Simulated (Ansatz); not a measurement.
The cluster Na₂F₂, relaxed as a triplet with UKS PBE0-D4/def2-TZVP in Ansatz, starting from the PBE0-D4/def2-TZVP geometry of the neutral singlet. Force threshold 0.02 eV/Å.

In the triplet, F3 and F4 lie 1.96 Å apart (atoms count from 1), so these atoms are partly bonded to each other. At PBE0-D4/def2-TZVP a singlet of charge 0 lies 4.91 eV below the triplet, each at its own geometry. The structure comes from a short search, and lower isomers may exist.

Start:

```xyz
4

Na    0.2664    0.9986   -0.9694
Na   -0.2661   -0.9986    0.9694
F    -0.0281   -1.0475   -1.0867
F     0.0278    1.0475    1.0866
```

Estimate the energy that the relaxation releases and the steps that it takes.

28.4 kcal/mol, in 6 steps; 9.5 s on 4 threads of Arm Neoverse V2 on a shared host. No frequencies were taken in this run, so the end may be a saddle point.

Does the start keep its bonding and symmetry?

By distances, no bond broke or formed, bridged metal pairs apart. The bond that changes most is Na1–F4, from 2.07 to 2.19 Å (atoms count from 1). A close non-bonded pair moves further: F3–F4, from 3.02 to 1.96 Å. Metal–metal contacts that move far: Na1–Na2 2.83 to 3.91 Å. Point group D2h at the start, D2h at the end, both within 0.05 Å.

Predict the relaxed structure.


```
atom    x (Å)    y (Å)    z (Å)
 Na1   0.3678   1.3766  -1.3363
 Na2  -0.3663  -1.3768   1.3365
  F3  -0.0189  -0.6804  -0.7061
  F4   0.0174   0.6806   0.7059
```
Bond lengths (bridged metal pairs left out): 4 × F–Na 2.19 Å.
